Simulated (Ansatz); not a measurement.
`CO[SiH](O)[SiH3]` + HCl → `CO[SiH]([SiH3])Cl` + H₂O at 400 K and 1 bar (ligand exchange at the Si–O bond).

Isolated molecules relaxed with PBE0-D4/def2-TZVP in Ansatz; ΔE leaves out vibrations. CCSD(T)/CBS is the MP2 limit (def2-TZVPP, def2-QZVPP) plus CCSD(T) − MP2 in def2-TZVPP, frozen cores. This one scheme is used for every species. One conformer a species, not always the lowest.

| species | CCSD(T)/CBS energy (Eh) | H − E (kJ/mol) | S (J/(mol·K)) |
| --- | --- | --- | --- |
| `CO[SiH](O)[SiH3]` | -771.44542 | 279.2 | 433.2 |
| HCl | -460.38127 | 29.6 | 195.4 |
| `CO[SiH]([SiH3])Cl` | -1155.45034 | 245.0 | 433.1 |
| H₂O | -76.37941 | 69.8 | 198.6 |

H − E and S are ideal-gas, rigid-rotor, harmonic terms from PBE0-D4/def2-TZVP, for one conformer and one mirror image of each species. 1 Eh = 2625.50 kJ/mol, R = 8.31446 J/(mol·K).

By hand: ΔE, ΔH, ΔS and ΔG.

ΔE = (-1155.45034) + (-76.37941) − (-771.44542) − (-460.38127) = -0.00306 Eh = -8.0 kJ/mol. Δ(H − E) = 245.0 + 69.8 − 279.2 − 29.6 = 6.0, so ΔH = -2.0 kJ/mol. ΔS = 433.1 + 198.6 − 433.2 − 195.4 = 3.1 J/(mol·K). ΔG = -2.0 − 400 × (3.1)/1000 = -3.2 kJ/mol.

By hand: the equilibrium constant, and the temperature at which ΔG would vanish if ΔH and ΔS stayed fixed.

log₁₀ K = −ΔG/(RT ln 10) = 0.4. ΔH and −TΔS have one sign here, so there is no such temperature.

TΔS isn't small against ΔH here. The sign of ΔG lies within the doubt. A doubt of 5 kJ/mol in ΔE shifts log₁₀ K by 0.7 here. Other conformers and mirror images would add mixing entropy, several J/(mol·K) or more a flexible species. These are equilibria of isolated gas molecules and say nothing of rates. Largest T1 diagnostic: 0.012 (customary marks: 0.02 for closed shells, 0.045 for open ones).

ΔS is within the doubt of such terms, so its sign, and with it that verdict, could turn.
